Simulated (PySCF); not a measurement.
C7H13O, doublet, at a GFN2-xTB geometry; HSE06/STO-3G in PySCF.

The PySCF input:
```python
from pyscf import gto, scf, dft

mol = gto.Mole()
mol.atom = '''
    C     3.76996117   -0.03779806   -0.25734076
    C     2.69569237    0.75418593    0.51595414
    C     1.49699460   -0.06504665    0.79234717
    C     0.35652600   -0.14701478   -0.14076452
    C    -0.99327247    0.03709125    0.57578167
    C    -2.16771257   -0.22815835   -0.34011532
    C    -3.46523325    0.39081919    0.12088745
    O    -2.07927014   -0.87777189   -1.35024190
    H     4.64159171    0.58694944   -0.43793270
    H     3.37279599   -0.37151514   -1.21251134
    H     4.07718632   -0.91052846    0.31344598
    H     3.14118730    1.09796698    1.45414138
    H     2.42309306    1.62960792   -0.07932072
    H     1.51761807   -0.74315254    1.62991485
    H     0.31550201   -1.12846133   -0.63507412
    H     0.45224160    0.60652789   -0.92519285
    H    -1.07069337    1.03831114    1.00264664
    H    -1.06126732   -0.67788533    1.40096999
    H    -4.30035193   -0.02695552   -0.43498603
    H    -3.42435564    1.46352462   -0.06147147
    H    -3.60812196    0.23331447    1.18680645
'''
mol.basis = 'sto-3g'
mol.spin = 1
mol.verbose = 4
mol.build()

mf = dft.UKS(mol)
mf.xc = 'hse06'
mf.kernel()
mf.analyze()
```

The log (banner, timings and long lists left out):

```
PySCF version 2.14.0

[INPUT] verbose = 4
[INPUT] num. atoms = 21
[INPUT] num. electrons = 63
[INPUT] charge = 0
[INPUT] spin (= nelec alpha-beta = 2S) = 1
[INPUT] symmetry False subgroup None
[INPUT] Mole.unit = angstrom
[INPUT] Symbol           X                Y                Z      unit          X                Y                Z       unit  Magmom
[...]
nuclear repulsion = 359.529778829077
number of shells = 37
number of NR pGTOs = 159
number of NR cGTOs = 53
basis = sto-3g
ecp = {}

******** <class 'pyscf.dft.uks.UKS'> ********
method = UKS
initial guess = minao
damping factor = 0
level_shift factor = 0
DIIS = <class 'pyscf.scf.diis.CDIIS'>
diis_start_cycle = 1
diis_space = 8
diis_damp = 0
SCF conv_tol = 1e-09
SCF conv_tol_grad = None
SCF max_cycles = 50
direct_scf = True
direct_scf_tol = 1e-13
number electrons alpha = 32  beta = 31
XC library pyscf.dft.libxc version 7.1.2
    S. Lehtola, C. Steigemann, M. J. T. Oliveira, and M. A. L. Marques,  SoftwareX 7, 1–5 (2018)
XC functionals = hse06
    J. Heyd, G. E. Scuseria, and M. Ernzerhof,  J. Chem. Phys. 118, 8207 (2003)
    J. Heyd, G. E. Scuseria, and M. Ernzerhof,  J. Chem. Phys. 124, 219906 (2006)
    A. V. Krukau, O. A. Vydrov, A. F. Izmaylov, and G. E. Scuseria,  J. Chem. Phys. 125, 224106 (2006)
radial grids:
    Treutler-Ahlrichs [JCP 102, 346 (1995); DOI:10.1063/1.469408] (M4) radial grids

becke partition: Becke, JCP 88, 2547 (1988); DOI:10.1063/1.454033
pruning grids: <function nwchem_prune>
grids dens level: 3
symmetrized grids: False
atomic radii adjust function: <function treutler_atomic_radii_adjust>
small_rho_cutoff = 0
Set gradient conv threshold to 3.16228e-05
tot grids = 240416
init E= -345.8265656125

cycle= 1 E= -344.888663229757  delta_E= 0.938  |g|= 0.47  |ddm|= 3.99
cycle= 2 E= -344.443446524484  delta_E= 0.445  |g|= 1.05  |ddm|= 1.69
cycle= 3 E= -345.041791751461  delta_E= -0.598  |g|= 0.0714  |ddm|= 1.15
cycle= 4 E= -345.044571254754  delta_E= -0.00278  |g|= 0.03  |ddm|= 0.113
cycle= 5 E= -345.045113314324  delta_E= -0.000542  |g|= 0.00349  |ddm|= 0.0395
cycle= 6 E= -345.045124275494  delta_E= -1.1e-05  |g|= 0.00177  |ddm|= 0.00783
cycle= 7 E= -345.045126840278  delta_E= -2.56e-06  |g|= 0.000486  |ddm|= 0.00346
cycle= 8 E= -345.045127013445  delta_E= -1.73e-07  |g|= 0.000175  |ddm|= 0.000878
cycle= 9 E= -345.045127011267  delta_E= 2.18e-09  |g|= 4.07e-05  |ddm|= 0.000339
cycle= 10 E= -345.045127012834  delta_E= -1.57e-09  |g|= 1.64e-05  |ddm|= 8.03e-05
cycle= 11 E= -345.045127013318  delta_E= -4.84e-10  |g|= 5.14e-06  |ddm|= 5.33e-05
Extra cycle  E= -345.045127013397  delta_E= -7.92e-11  |g|= 3.56e-06  |ddm|= 1.78e-05
converged SCF energy = -345.045127013397  <S^2> = 0.75478316  2S+1 = 2.0047775
**** SCF Summaries ****
Total Energy =                        -345.045127013397234
Nuclear Repulsion Energy =             359.529778829076861
One-electron Energy =                -1180.969969124049840
Two-electron Energy =                  476.395063281575744
Two-electron Coulomb Energy =          527.619701479309015
DFT Exchange-Correlation Energy =      -51.224638197733299
**** MO energy ****
                             alpha | beta                alpha | beta
[...]
To work with the spin densities directly, `use mulliken_meta_spin()` only printing them here.

 ** Mulliken spin pop alpha/beta on meta-lowdin orthogonal AOs **
 ** Mulliken Spin Density (per AO)  **
spin_pop of  0 C 1s        0.00000
spin_pop of  0 C 2s        0.01234
spin_pop of  0 C 2px       0.02151
spin_pop of  0 C 2py       0.01037
spin_pop of  0 C 2pz       0.01226
spin_pop of  1 C 1s        0.00000
spin_pop of  1 C 2s       -0.00962
spin_pop of  1 C 2px      -0.02356
spin_pop of  1 C 2py      -0.01664
spin_pop of  1 C 2pz      -0.00886
spin_pop of  2 C 1s       -0.00002
spin_pop of  2 C 2s        0.05286
spin_pop of  2 C 2px       0.18685
spin_pop of  2 C 2py       0.47643
spin_pop of  2 C 2pz       0.27391
spin_pop of  3 C 1s        0.00000
spin_pop of  3 C 2s       -0.00990
spin_pop of  3 C 2px      -0.02118
spin_pop of  3 C 2py      -0.01118
spin_pop of  3 C 2pz      -0.01635
spin_pop of  4 C 1s        0.00000
spin_pop of  4 C 2s        0.00727
spin_pop of  4 C 2px       0.02174
spin_pop of  4 C 2py       0.00165
spin_pop of  4 C 2pz       0.00512
spin_pop of  5 C 1s        0.00000
spin_pop of  5 C 2s       -0.00019
spin_pop of  5 C 2px      -0.00027
spin_pop of  5 C 2py      -0.00076
spin_pop of  5 C 2pz       0.00008
spin_pop of  6 C 1s        0.00000
spin_pop of  6 C 2s        0.00041
spin_pop of  6 C 2px       0.00100
spin_pop of  6 C 2py       0.00040
spin_pop of  6 C 2pz       0.00014
spin_pop of  7 O 1s       -0.00000
spin_pop of  7 O 2s        0.00004
spin_pop of  7 O 2px       0.00056
spin_pop of  7 O 2py       0.00228
spin_pop of  7 O 2pz       0.00077
spin_pop of  8 H 1s        0.00224
spin_pop of  9 H 1s       -0.00235
spin_pop of  10 H 1s       -0.00232
spin_pop of  11 H 1s        0.01567
spin_pop of  12 H 1s        0.01014
spin_pop of  13 H 1s       -0.03455
spin_pop of  14 H 1s        0.04154
spin_pop of  15 H 1s        0.00322
spin_pop of  16 H 1s       -0.00154
spin_pop of  17 H 1s       -0.00145
spin_pop of  18 H 1s        0.00014
spin_pop of  19 H 1s       -0.00007
spin_pop of  20 H 1s       -0.00013
 ** Mulliken Spin Density (per atom)  **
spin density of  0 C =      0.05648
spin density of  1 C =     -0.05868
spin density of  2 C =      0.99003
spin density of  3 C =     -0.05861
spin density of  4 C =      0.03578
spin density of  5 C =     -0.00115
spin density of  6 C =      0.00194
spin density of  7 O =      0.00365
spin density of  8 H =      0.00224
spin density of  9 H =     -0.00235
spin density of  10 H =     -0.00232
spin density of  11 H =      0.01567
spin density of  12 H =      0.01014
spin density of  13 H =     -0.03455
spin density of  14 H =      0.04154
spin density of  15 H =      0.00322
spin density of  16 H =     -0.00154
spin density of  17 H =     -0.00145
spin density of  18 H =      0.00014
spin density of  19 H =     -0.00007
spin density of  20 H =     -0.00013
 ** Mulliken pop alpha/beta on meta-lowdin orthogonal AOs **
 ** Mulliken pop       alpha | beta **
In total            32.00000 | 31.00000
 ** Mulliken atomic charges   ( Nelec_alpha | Nelec_beta ) **
charge of  0C =     -0.14396  (     3.10022      3.04374 )
charge of  1C =     -0.08244  (     3.01188      3.07056 )
charge of  2C =     -0.04823  (     3.51913      2.52910 )
charge of  3C =     -0.08486  (     3.01313      3.07174 )
charge of  4C =     -0.11146  (     3.07362      3.03784 )
charge of  5C =      0.12839  (     2.93523      2.93638 )
charge of  6C =     -0.18348  (     3.09271      3.09077 )
charge of  7O =     -0.13119  (     4.06742      4.06377 )
charge of  8H =      0.04785  (     0.47719      0.47496 )
charge of  9H =      0.04826  (     0.47470      0.47705 )
charge of  10H =      0.04758  (     0.47505      0.47737 )
charge of  11H =      0.04657  (     0.48455      0.46888 )
charge of  12H =      0.04571  (     0.48222      0.47208 )
charge of  13H =      0.03313  (     0.46616      0.50071 )
charge of  14H =      0.05388  (     0.49383      0.45229 )
charge of  15H =      0.04736  (     0.47793      0.47471 )
charge of  16H =      0.05025  (     0.47411      0.47564 )
charge of  17H =      0.05509  (     0.47173      0.47318 )
charge of  18H =      0.06048  (     0.46983      0.46969 )
charge of  19H =      0.06220  (     0.46886      0.46893 )
charge of  20H =      0.05887  (     0.47050      0.47063 )
Dipole moment(X, Y, Z, Debye): -0.06017,  0.88359,  1.31715
```
